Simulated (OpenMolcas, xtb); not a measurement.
## A ladder of methods for C2H7NSi (SMILES NC1C[SiH2]1)

The species is C2H7NSi (11 atoms), meant as a singlet with charge 0. SMILES: `NC1C[SiH2]1`. The coordinates come from a PBE0-D4/def2-TZVP relaxation. This is one conformer, not always the lowest.

```tsv
atom	x (Å)	y (Å)	z (Å)
N	-1.3372	0.8261	-0.3142
C	0.0481	0.5874	-0.0151
C	0.2961	-0.5197	1.0252
Si	0.8450	-0.9559	-0.6851
H	-1.4504	1.2883	-1.2060
H	-1.7740	1.4015	0.3975
H	0.7014	1.4542	0.1186
H	1.0251	-0.3117	1.8013
H	-0.6079	-0.9970	1.3906
H	2.2887	-0.9399	-1.0055
H	0.0303	-1.8901	-1.4868
```

Each level gives the dipole moment (D). The values are calculated.

```csv
level,kind,program,value (D)
GFN0-xTB,semi-empirical,xtb,1.49
HF/def2-SVP,Hartree–Fock,OpenMolcas,1.17
SVWN5/def2-SVP,LDA,OpenMolcas,1.43
BLYP/def2-SVP,GGA,OpenMolcas,1.31
r2SCAN/def2-SVP,meta-GGA,OpenMolcas,1.33
B3LYP/def2-SVP,global hybrid,OpenMolcas,1.26
PBE0/def2-SVP,global hybrid,OpenMolcas,1.29
```

The values span 1.17 to 1.49 D.
